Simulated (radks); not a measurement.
Problem. These are the eigenvalues of the occupied orbitals of an atom or ion with whole-number occupations (hartree). All-electron calculation, scalar-relativistic Kohn-Sham, r2SCAN, spin-unpolarised, spherical densities, finite nucleus; meta-GGA in the generalised Kohn-Sham scheme; Fermi nuclear charge, rms radius of each element as measured or else 0.836 A^(1/3) + 0.57 fm. Program: a radial shooting solver on a logarithmic mesh with Libxc functionals.

| orbital | eigenvalue |
|---|---|
| 1s | -2557.459 |
| 2s | -443.2581 |
| 2p | -387.7158 |
| 3s | -103.2735 |
| 3p | -86.74660 |
| 3d | -67.69782 |
| 4s | -22.36289 |
| 4p | -16.91804 |
| 4d | -9.97896 |
| 5s | -4.03512 |
| 5p | -2.68521 |
| 4f | -2.30325 |
| 5d | -1.13636 |

Which element is it, and in what charge state? The configuration may be excited.

Solution. Z = 74, tungsten, charge +3: W3+ in [Xe] 4f14 5d3. The list shows which subshells hold electrons but not how many an open one holds; the 1s level, -2557.5 hartree, gives Z - s = 71.5 by -(Z - s)^2/2, which with screening and relativity narrows Z to a few neighbours, and the depths of the outer levels then fix element, charge and occupations together.
